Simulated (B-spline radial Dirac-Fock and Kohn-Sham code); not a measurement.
## Elastic and transport cross sections of neon for electrons

These are calculated numbers from a radial atomic solver; the model is relativistic (Dirac) partial waves in the static field of the Dirac-Fock atom with Furness-McCarthy exchange, without polarisation or absorption potentials. Below a few hundred eV the neglected polarisation potential matters, most of all at small angles. σ_tr1 and σ_tr2 weight the cross section with 1 − P₁ and 1 − P₂ of cos θ; "backward" is the share scattered beyond 90°.

```csv
energy (eV),σ (a₀²),σ_tr1 (a₀²),σ_tr2 (a₀²),σ/σ_tr1,backward (%)
207,4.97,2.71,2.59,1.83,25
242,4.51,2.23,2.33,2.02,22
287,4.06,1.79,2.05,2.27,19
298,3.97,1.71,1.99,2.33,18
300,3.95,1.69,1.98,2.34,18
308,3.89,1.63,1.94,2.38,18
494,2.90,0.851,1.25,3.40,10
500,2.87,0.837,1.23,3.44,10
644,2.44,0.579,0.932,4.22,7.4
649,2.43,0.572,0.923,4.25,7.4
793,2.13,0.424,0.726,5.02,5.6
828,2.07,0.397,0.688,5.21,5.3
840,2.04,0.388,0.675,5.27,5.2
932,1.90,0.331,0.591,5.76,4.5
1000,1.81,0.296,0.539,6.11,4.1
1040,1.76,0.279,0.512,6.32,3.9
1140,1.65,0.241,0.452,6.84,3.4
1500,1.35,0.155,0.307,8.66,2.4
1580,?,?,?,?,?
1760,1.19,0.120,0.243,9.95,1.9
2000,1.08,0.0969,0.200,11.1,1.6
2330,0.951,0.0751,0.158,12.7,1.4
```

Q: Fill in the row for 1.58 keV.

A: σ = 1.29 a₀², σ_tr1 = 0.143 a₀², σ_tr2 = 0.285 a₀², σ/σ_tr1 = 9.06, backward 2.2 %. The ratio σ/σ_tr1 is roughly the number of elastic collisions that randomise the direction.
